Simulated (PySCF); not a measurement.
**Stationary points of IO₃I**

These are results of PySCF, PBE0, basis I def2-SVP with ECP28, O def2-SVP (scalar-relativistic core potentials, no spin–orbit coupling, density fitting), not measurements.

Relaxations began from a few typed shapes. The search is not exhaustive: other isomers or separated fragments can lie lower, and high-lying points may rest on an excited occupation.

```json
{"spin": "singlet", "group": "C3v", "bonds": "I–I 2.749 Å, I–O 1.793 Å (×3)", "angles": "I–I–O 104.2° (×3), O–I–O 114.2° (×3)", "imaginary modes (cm⁻¹)": "none", "ΔE (kJ/mol)": "0.0", "ΔE with ZPE (kJ/mol)": "0.0"}
{"spin": "singlet", "group": "C3v", "bonds": "I–I 2.749 Å, I–O 1.793 Å (×3)", "angles": "I–I–O 104.3° (×3), O–I–O 114.1° (×3)", "imaginary modes (cm⁻¹)": "none", "ΔE (kJ/mol)": "0.5", "ΔE with ZPE (kJ/mol)": "0.5"}
{"spin": "singlet", "group": "C2v", "bonds": "I–I 2.878 Å, I–O 1.810 Å, I–O 1.828 Å (×2)", "angles": "I–I–O 82.4° (×2), I–I–O 180.0°, O–I–O 97.6° (×2), O–I–O 164.7°", "imaginary modes (cm⁻¹)": "173i", "ΔE (kJ/mol)": "200.2", "ΔE with ZPE (kJ/mol)": "–"}
```

The lowest minimum found is the singlet C3v: I–I 2.749 Å, I–O 1.793 Å (×3); I–I–O 104.2° (×3), O–I–O 114.2° (×3).
